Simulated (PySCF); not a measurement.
## BeHg⁺: frontier orbitals

r²SCAN at R = 2.376 Å; PySCF, scalar-relativistic core potentials, basis sets Be cc-pVDZ, Hg cc-pVDZ-PP with ECP60. State: ²Σ⁺ (doublet), unpaired electrons σ ↑. Only the outer orbitals are listed, counted within each symmetry, core potentials removing the inner ones.

```
spin  orbital  occ.  ε (eV)  on Be (%)            main shells (%)
   α       4σ     1  -18.14          8                    90 Hg d
   α       2π     1  -17.64          1                    99 Hg d
   α       2π     1  -17.64          1                    99 Hg d
   α       1δ     1  -17.34          0                   100 Hg d
   α       1δ     1  -17.34          0                   100 Hg d
   α       5σ     1  -14.68         23           66 Hg s, 21 Be s
   α       6σ     1  -11.60         75   66 Be s, 26 Hg s, 8 Be p
   α       3π     0   -8.58         81           81 Be p, 18 Hg p
   α       3π     0   -8.58         81           81 Be p, 18 Hg p
   α       7σ     0   -8.30         55  55 Be p, 33 Hg p, 12 Hg s
   β       4σ     1  -18.02          9                    90 Hg d
   β       2π     1  -17.55          1                    99 Hg d
   β       2π     1  -17.55          1                    99 Hg d
   β       1δ     1  -17.28          0                   100 Hg d
   β       1δ     1  -17.28          0                   100 Hg d
   β       5σ     1  -14.45         16           72 Hg s, 11 Be s
   β       6σ     0   -9.40         54  56 Be s, 28 Hg s, 17 Hg p
   β       3π     0   -7.36         50           48 Hg p, 48 Be p
   β       3π     0   -7.36         50           48 Hg p, 48 Be p
```

Task: Which are the highest filled and the lowest empty level, where do they sit, and how wide is the gap?

Result: Highest filled α 6σ at -11.60 eV (in %: 66 Be s, 26 Hg s, 8 Be p); lowest empty β 6σ at -9.40 eV (in %: 56 Be s, 28 Hg s, 17 Hg p); the gap at r²SCAN is 2.20 eV.

```
bond order (Mayer)                                                                                                 : 0.65
⟨S²⟩                                                                                                               : 0.758
charge on Be (Mulliken, basis-dependent)                                                                           : 0.66
charge on Be (Löwdin, basis-dependent)                                                                             : 0.43
dipole moment (positive dipole points towards Hg; it is taken about the centre of mass and depends on that origin) : -4.87 D
```

Spin–orbit coupling is left out. The state was picked by a PBE0 search and need not be the measured ground state.
